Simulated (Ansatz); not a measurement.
Ideal-gas functions of H4NO3Si (`[NH][Si](O)(O)O`) radical at 500 K and 1 bar, from an Ansatz frequency run at PBE0-D4/def2-TZVP.

Molar mass 94.12 g/mol, point group C1 (symmetry number 1), electronic degeneracy 2, moments of inertia 122.92, 127.605, 131.431 u Å². Harmonic wavenumbers (cm⁻¹, unscaled): 132, 168, 199, 253, 268, 321, 344, 360, 381, 741, 798, 805, 824, 831, 940, 969, 998, 3501, 3920, 3923, 3928.

Use S(trans) = R[1.5 ln M + 2.5 ln T − 1.1517]; rotational temperatures θ = 24.2544 K / I; S(rot) = R[ln(√π/σ · √(T³/θAθBθC)) + 1.5]; for each mode x = 1.438777 ν̃/T, S = R[x/(eˣ − 1) − ln(1 − e⁻ˣ)] and H = RT x/(eˣ − 1); 1 cm⁻¹ = 0.0119627 kJ/mol; R = 8.31446 J/(mol·K).

Question: By hand: the entropy, in J/(mol·K).

Answer: Translation 176.3. Rotation: θ = 0.1973, 0.1901, 0.1845 K, giving 115.4. Vibration, mode by mode: 16.41, 14.44, 13.06, 11.13, 10.68, 9.26, 8.73, 8.38, 7.95, 3.43, 3.02, 2.97, 2.85, 2.80, 2.19, 2.05, 1.92, 0.00, 0.00, 0.00, 0.00, in all 121.3. Electronic 5.8. Sum 418.8 J/(mol·K).

Question: By hand: H − E and G − E in kJ/mol, counted from the electronic energy.

Answer: Zero-point energy ½ × 24604 × 0.0119627 = 147.2; thermal vibration 32.5; translation, rotation and pV give 4 RT = 16.6. H − E = 196.3 kJ/mol, and G − E = 196.3 − 500 × 418.8/1000 = -13.1 kJ/mol.

Vibration gives 29 % of the entropy, 16.4 J/(mol·K) of it from the mode under 150 cm⁻¹: soft modes count most, and the harmonic formula is weakest for them. The sum counts one conformer and one mirror image; others add a mixing term.
